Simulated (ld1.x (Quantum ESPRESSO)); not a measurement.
Tl (Z = 81) TM semilocal: all-electron and pseudo phase curves

```
Element                 : Tl
Generator               : ld1.x (Quantum ESPRESSO) 7.5
Type                    : norm-conserving Troullier–Martins (semilocal form)
Functional              : PBE
Relativity              : scalar-relativistic
Frozen core             : [Xe] 4f14 5d10
Valence charge          : 3
Reference configuration : 6s1 6p0 (charge +2)
Partial waves           : 6s (bound): rc 1.85 bohr; 6d channel at 0.2 Ry: rc 2.45 bohr; 6p (bound, empty): rc 2.50 bohr
Local potential         : the p channel
Core correction         : Bessel-smoothed model core inside 1.75 bohr
```

The phase is arctan(r·u′/u) with u = r·R(r), unwrapped; energies in Ry, scanned from -4 to 5 Ry. A pole is an energy at which the radial function vanishes at the test radius. The pseudo phase is shifted by a multiple of π to meet the all-electron one at the reference energy, and phase errors are pseudo minus all-electron; the curves can meet again beyond the range given. Levels narrower than the energy grid can be missing from the lists of poles.

For each channel, where are the poles, and over which energies does the pseudopotential scatter like the atom?

| channel | radius (bohr) | reference energy (Ry) | poles, all-electron | poles, pseudo | unbroken range about the reference energy with phases within 0.05 rad | phase error 1 Ry above the reference energy (rad) |
| --- | --- | --- | --- | --- | --- | --- |
| s | 2.72 | -1.86 | -0.71 | -0.74, 4.74 | below 1.1 | -0.004 |
| p | 2.72 | -1.18 | 0.90 | 0.79 | below 2.2 | -0.006 |
| d | 2.72 | 0.20 | -2.29, 3.58 | 1.18 | -0.7 to 0.4 | -0.525 |

Phases in the p channel:

```csv
E (Ry),all-electron,pseudo
-4.00,1.323,1.321
-3.52,1.291,1.288
-3.04,1.244,1.241
-2.56,1.167,1.164
-2.08,1.017,1.013
-1.60,0.623,0.620
-1.12,-0.440,-0.440
-0.64,-1.146,-1.150
-0.16,-1.382,-1.389
0.32,-1.492,-1.501
0.80,-1.559,-1.573
1.28,-1.609,-1.629
1.76,-1.652,-1.683
2.24,-1.695,-1.749
2.72,-1.746,-1.849
3.20,-1.815,-2.069
3.68,-1.927,-2.872
4.16,-2.166,-4.090
4.64,-2.853,-4.425
```
